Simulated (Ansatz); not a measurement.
A structure relaxed at PBE0-D4/def2-TZVP, charge 0, multiplicity 1:

```xyz
14

N     1.672   -0.925    0.451
Si    0.810    0.532    0.227
Si    0.474    0.795   -2.077
O    -0.655    0.601    0.977
Si   -1.905   -0.348    1.434
H     2.188   -1.127    1.291
H     1.491   -1.753   -0.091
H     1.619    1.614    0.840
H     1.753    1.121   -2.765
H    -0.511    1.873   -2.363
H    -0.050   -0.477   -2.652
H    -2.274   -1.290    0.342
H    -3.065    0.523    1.743
H    -1.547   -1.139    2.641
```

(1) Give its formula and SMILES.

(2) Point group (tolerance 0.08 Å, 0.16 Å for H)?

(3) Summarise the bond lengths by kind.

## Answers

(1) H9NOSi3, `N[SiH]([SiH3])O[SiH3]`.

(2) C1.

(3) 1 × N–Si 1.708 Å; 2 × H–N 1.006 Å; 1 × Si–Si 2.343 Å; 2 × O–Si 1.634 to 1.647 Å; 7 × H–Si 1.483 to 1.492 Å.

Computed with Ansatz.
